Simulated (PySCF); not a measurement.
## Spinor energies of Ta (tantalum, neutral)

Start: [Xe] 4f14 5d4 6s1; 5d5/2 filled at m_j = -1/2, +1/2, +3/2, +5/2; 6s1/2 filled at m_j = +1/2. Calculated with PySCF 2.14 in x2c-SVPall-2c with one added diffuse shell each of s, d type (8s9p10d2f, 99 functions): generalised Hartree-Fock with the X2C-1e Hamiltonian and a Gaussian nucleus; one run each with spin-orbit coupling (SO) switched off, then screened by Boettger's factors. This is a chosen level, not necessarily the ground level.

```
spinor shell  electrons  ε, spin-free (eV)  ε, screened SO (eV)  weight of nominal j (screened SO)  rms radius, screened SO (bohr)
       1s1/2          2           -67769.0             -67750.2                              1.000                          0.0212
       2s1/2          2           -11781.2             -11775.9                              1.000                          0.0853
       2p1/2          2           -10327.0             -11234.4                              1.000                          0.0726
       2p3/2          4           -10327.0              -9957.9                              1.000                          0.0799
       3s1/2          2            -2758.2              -2757.1                              1.000                           0.218
       3p1/2          2            -2318.0              -2516.5                              1.000                           0.210
       3p3/2          4            -2318.0              -2236.8                              1.000                           0.225
       3d3/2          4            -1798.8              -1834.8                              1.000                           0.199
       3d5/2          6            -1798.8              -1774.6                              1.000                           0.203
       4s1/2          2            -592.03              -592.33                              1.000                           0.488
       4p1/2          2            -444.98              -491.64                              1.000                           0.497
       4p3/2          4            -444.98              -426.76                              1.000                           0.530
       4d3/2          4            -253.01              -260.83                              1.000                           0.557
       4d5/2          6            -253.01              -248.81                              1.000                           0.569
       5s1/2          2            -84.678              -85.382                              1.000                            1.19
       5p1/2          2            -46.157              -52.168                              0.978                            1.37
       5p3/2          4            -46.157              -44.738                              0.988                            1.42
       4f5/2          6            -37.937              -39.606                              0.997                           0.702
       4f7/2          8            -37.937              -37.819                              0.998                           0.710
       6s1/2          1             -7.572               -6.754                              0.923                            3.80
       5d5/2          4             -7.074               -6.205                              0.901                            2.65
```

```tsv
quantity	spin-free	screened SO
E (hartree)	-15592.23035	-15609.36825
M_J	9/2	9/2
⟨J²⟩	24.759	25.174
⟨L²⟩	6.005	22.407
⟨S²⟩	8.754	2.119
```

The determinant has a definite M_J but mixes levels of different J.

Each row is a mean over spinors that exchange with the open shell spreads, by up to 2.149 eV (5p3/2).

Breit and QED terms are absent; they matter most for the inner s and p1/2 levels.

Densities and radii are taken from the X2C orbitals without a picture-change correction, which distorts them close to the nucleus.

Without spin-orbit coupling the j labels of p, d and f shells carry no meaning; the spin-free column gives the mean over the occupied spinors of each nl shell.
